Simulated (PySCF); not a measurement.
# PtCl₂, triplet: molecular constants

These are results of PySCF, UPBE, basis Pt def2-SVP with ECP60, Cl def2-SVP (scalar-relativistic core potentials, no spin–orbit coupling, density fitting), not measurements.

The structure is a minimum.

```xyz
3
charge 0 multiplicity 3, angstrom
Pt    0.0000    0.0000    0.0000
Cl    0.0000    0.0000    2.2004
Cl    0.0000    0.0000   -2.2004
```

- Point group: D∞h
- Bond lengths: Pt–Cl 2.200 Å (×2)
- Bond angles: Cl–Pt–Cl 180.0°
- Entropy at 298.15 K and 1 bar (electronic part: spin only): 301.5 J/(mol K)
- Principal quadrupole moments (Buckingham, traceless) about the centre of mass: -0.95, -0.95, 1.90 D Å
- Lowest empty level (β): -6.19 eV
- Spin squared ⟨S²⟩: 2.003
- Principal polarisabilities: 36.7, 36.7, 105.9 bohr³
- Highest occupied level (β): -6.97 eV
- Zero-point energy: 5.6 kJ/mol
- Atomisation energy without zero-point energy: 706 kJ/mol
- Rotational constants: 0.04978 cm⁻¹
- Dipole moment: 0.00 D
- Rotational symmetry number: 2
- Enthalpy at 298.15 K above 0 K: 14.46 kJ/mol
- Heat capacity Cp at 298.15 K: 58.0 J/(mol K)

Harmonic modes (masses in u: Pt 194.965, Cl 34.969):
```tsv
symmetry	ω (cm⁻¹)	IR (km/mol, summed over degenerate members)	μ (u)	type
πu	74	0.0	44.64	bend
σg+	379	0.0	34.97	stretch
σu+	406	44.5	44.64	stretch
```

In D∞h the vibrations span πu + σg+ + σu+. The σg+ mode carries no infrared intensity, as symmetry demands. With a centre of inversion only u modes can be infrared active and only g modes Raman active.

Charges (e):
```
 atom  Mulliken  Löwdin  polar tensor  spin (Mulliken)  Mayer order to Pt1
  Pt1      0.13   -0.50          0.52             1.13                   –
Cl2,3     -0.07    0.25         -0.26             0.43                1.28
```

Mulliken populations on Pt1 (electrons outside its core potential): s 3.04, p 6.25, d 8.56, f 0.02.

Formally Pt is in oxidation state +2, d8, with 2 unpaired electrons (the high-spin count). The Mulliken spin on Pt is 1.13. The polar-tensor charge on Pt, 0.52, is far below the formal one.

Other isomers or separated fragments may lie lower. Open d and f shells are described by one determinant, and the ground state may have another occupation or spin. With an element this heavy the missing spin–orbit coupling can shift these numbers.

The final relaxation and frequency run took 19 s on 2 threads of a shared Arm Neoverse N1 host, with 68 basis functions and 5 gradients; the process peaked at 0.61 GiB.
